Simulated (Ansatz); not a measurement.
The first iterations of a band of C$_{2}$H$_{9}$FOSi$_{2}$ (15 atoms, charge 0, multiplicity 1).

Theory: RKS PBE0-D4/def2-SVP (Ansatz).

* movable images: 7
* climbing image: yes
* spring: 5.0 eV/Å²
* optimiser: quadratic models (default)
* start path: IDPP
* force threshold: 0.05 eV/Å
* iteration limit: 50
* end points: relaxed

First end point:

```xyz
15
Properties=species:S:1:pos:R:3
O -0.896 -1.859 -0.570
C 0.299 -1.771 0.174
Si 1.250 -0.281 -0.519
C -0.013 1.122 -0.728
F 0.624 2.236 -1.288
Si -0.901 1.671 0.859
H -1.415 -2.601 -0.242
H 0.922 -2.685 0.099
H 0.113 -1.605 1.256
H 1.855 -0.596 -1.847
H 2.333 0.120 0.430
H -0.781 0.757 -1.436
H -1.844 2.787 0.551
H -1.663 0.514 1.422
H 0.096 2.140 1.868
```

Last end point:

```xyz
15
Properties=species:S:1:pos:R:3
O 0.915 -2.839 -0.220
C 0.053 -1.741 -0.042
Si 0.931 -0.215 -0.750
C -0.237 1.291 -0.658
F 0.443 2.392 -1.193
Si -0.841 1.760 1.081
H 0.500 -3.623 0.153
H -0.187 -1.555 1.026
H -0.920 -1.872 -0.560
H 1.301 -0.450 -2.176
H 2.160 0.086 0.041
H -1.124 1.094 -1.291
H -1.654 3.010 1.020
H -1.685 0.642 1.610
H 0.324 1.967 1.989
```

| iteration | highest image above the first end (eV) | largest band force component (eV/Å) |
| --- | --- | --- |
| 1 | 0.463 | 1.565 |
| 2 | 0.181 | 0.705 |

Q: Does the band converge within its limit, and where does its top end?

A: The forces met the threshold. It ended after 6 iterations with the highest image 0.161 eV above the first end. A vibrational analysis at the climbing image gives one clearly imaginary mode, 90i cm⁻¹: a first-order saddle point.

The run took 3.4 min on 2 threads of Arm Neoverse V2, with other jobs on the host, peak memory 0.36 GiB.
